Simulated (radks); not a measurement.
Spin polarisation of the 5p4 shell in Te. Start: [Kr] 4d10 5s2 5p(up 2, down 2); electrons of 5p are moved from spin down to spin up, other shells keep equal spins. Method: scalar-relativistic Kohn-Sham, PBEsol, spin-polarised, spherical densities, finite nucleus; Fermi nuclear charge, rms radius of each element as measured or else 0.836 A^(1/3) + 0.57 fm; computed with a radial shooting solver on a logarithmic mesh with Libxc functionals.

moment (Bohr magnetons),E - E(0) (eV),e(5p up) (eV),e(5p down) (eV),5s down minus up (eV),4d down minus up (eV),4p down minus up (eV)
0,0.000,-5.968,-5.968,0.000,0.000,0.000
0.5,-0.038,-6.114,-5.807,0.299,0.049,0.027
1,-0.154,-6.246,-5.630,0.599,0.098,0.054
1.5,-0.347,-6.365,-5.435,0.903,0.147,0.081
2,-0.619,-6.470,-5.220,1.211,0.196,0.108

At moment 2 the spin-polarisation energy is -0.619 eV and the 5p exchange splitting 1.249 eV, that is 0.625 eV per Bohr magneton; E = -I m^2/4 would give I = 0.619 eV.
